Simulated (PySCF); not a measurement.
**Working out the ionisation energy of Ti⁺**

Ti⁺ [Ar] 3d2 4s1 (4F) → Ti²⁺ [Ar] 3d2 (3F). Computed with PySCF 2.14 in cc-pVDZ (6s5p3d1f, 43 functions), with no relativity, point nucleus. Frozen: [Ar]. Energies in hartree (1 hartree = 27.21139 eV):

| part | Ti⁺ (lower) | Ti²⁺ (upper) |
| --- | --- | --- |
| UHF | -848.206624 | -847.733785 |
| MP2 opposite-spin | 0.000000 | 0.000000 |
| MP2 same-spin | -0.007913 | -0.002670 |

Task: What does Hartree-Fock give?

Result: (-847.733785) − (-848.206624) = 0.472839 hartree = 12.867 eV.

Task: What do MP2 and SCS-MP2 (6/5 opposite-spin, 1/3 same-spin) give?

Result: The opposite-spin parts differ by 0.000 eV and the same-spin parts by 0.143 eV. MP2: 12.867 + (0.000) + (0.143) = 13.010 eV. SCS-MP2: 12.867 + 1.2 × (0.000) + (0.143)/3 = 12.915 eV.

Reference: 13.575 eV (measured; NIST Atomic Spectra Database, ionization energies), between the lowest levels; spin-orbit coupling is absent from the calculation.

The calculation is non-relativistic.

A double-zeta basis recovers only part of the correlation energy.

What remains against the reference includes basis incompleteness, the frozen core and correlation beyond second order.
